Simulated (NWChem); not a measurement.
Species: AlH$_{3}$O$_{2}$; SMILES [OH][AlH][OH]

```xyz
6

Al    -0.4579    -0.0102     0.0000
H     -2.0315    -0.0471     0.0000
O      0.3652    -1.4932     0.0000
H      1.3178    -1.5979     0.0000
O      0.4548     1.4257     0.0000
H      0.1067     2.3180     0.0000
```
Atoms are numbered in this order, from 1.

Results from NWChem. All runs use the structure optimised with PBE0/def2-SVP. Ions are spin-unrestricted doublets at the neutral geometry; other ion states weren't tried.

For level PBE0/def2-SVP:

| Property | Result |
|---|---|
| −ε(HOMO) (eV) | 8.66 |

How do the values read with level M06-2X/def2-SVP instead?


| Item | Result |
|---|---|
| −ε(HOMO) (eV) | 10.13 |
